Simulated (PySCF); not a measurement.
SiBrF2, SMILES [Si](F)(Br)F, multiplicity 2.

Coordinates come from a PBE0-D3(BJ)/def2-SVP optimisation.

All values below come from PBE0/def2-TZVPD (PySCF).

Gas-phase values at a fixed geometry.

Estimate the frontier levels, dipole moment and polarisability. (The exact figures need the calculation; the answer reports its results.)


- α spin, highest occupied and lowest empty level = -7.60 and -0.16 eV
- β spin, highest occupied and lowest empty level = -9.38 and -3.68 eV
- dipole moment = 1.15 D
- quadrupole, principal values (traceless, Buckingham form, about the centre of nuclear charge) = -2.72, -1.90, 4.62 D·Å
- mean static polarisability = 48.7 bohr³ (7.22 Å³)
- polarisability, principal values = 40.2, 42.8, 63.1 bohr³
- ⟨S²⟩ = 0.752 (pure state 0.75)
